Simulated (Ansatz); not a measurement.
Mulliken charges of F4Ga2H2 (`[F][Ga@H-]1[F+][Ga@@H-]([F])[F+]1`) from B3LYP/def2-TZVPP in Ansatz (PBE0-D4/def2-TZVP geometry).

| atom | x (Å) | y (Å) | z (Å) | charge (e) |
| --- | --- | --- | --- | --- |
| F1 | 2.157 | -1.358 | 0.282 | -0.366 |
| Ga2 | 1.378 | 0.176 | 0.518 | 0.720 |
| F3 | 0.352 | 0.473 | -1.082 | -0.344 |
| Ga4 | -1.404 | -0.026 | -0.477 | 0.720 |
| F5 | -1.654 | -1.636 | -1.080 | -0.366 |
| F6 | -0.391 | -0.246 | 1.144 | -0.344 |
| H7 | 1.949 | 1.466 | 1.123 | -0.010 |
| H8 | -2.388 | 1.150 | -0.427 | -0.010 |

By hand: the dipole of these point charges (1 e Å = 4.8032 D).

Σ q r = (-0.185, 1.100, 0.293) e Å, of length 1.153 e Å = 5.54 D.

How does the dipole of the full density compare? (Estimate.)

Ansatz gave: (-0.133, 0.787, 0.211) e Å, 3.97 D; the point charges give 1.40 times that, at 0° from its direction.

Point charges leave out the atoms' own dipoles, such as those of lone pairs, and Mulliken's split depends on the basis, so the two needn't agree.

B3LYP here is the variant with VWN-RPA as its local correlation; programs differ in this.
